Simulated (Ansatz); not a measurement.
Z-matrix (Å, degrees):
```
C
C 1 1.491
H 1 1.087 2 109.8
H 1 1.092 2 109.6 3 -121.5
H 1 1.092 2 109.6 3 121.3
O 2 1.190 1 126.8 3 -0.9
O 2 1.375 1 110.9 3 177.0
B 7 1.365 2 124.2 1 155.5
F 8 1.313 7 123.3 2 -24.0
F 8 1.315 7 117.6 2 160.1
```

The species carries charge 0 and has multiplicity 1.

(1) List the ωB97M-V/def2-TZVPP orbital energies in eV (the Gaussian-basis code of Ansatz). (Estimate.)

Answers

(1) Ansatz gave: Occupied: -678.32, -678.29, -527.73, -526.45, -285.87, -282.18, -191.56, -37.74, -36.95, -34.20, -31.99, -24.59, -21.07, -19.02, -18.26, -17.38, -17.08, -16.53, -16.21, -15.82, -15.26, -14.89, -14.49, -13.98, -13.58, -12.60, -11.13. Lowest empty: 1.64, 1.84, 2.86, 3.11, 4.04, 4.33, 4.42, 4.83.
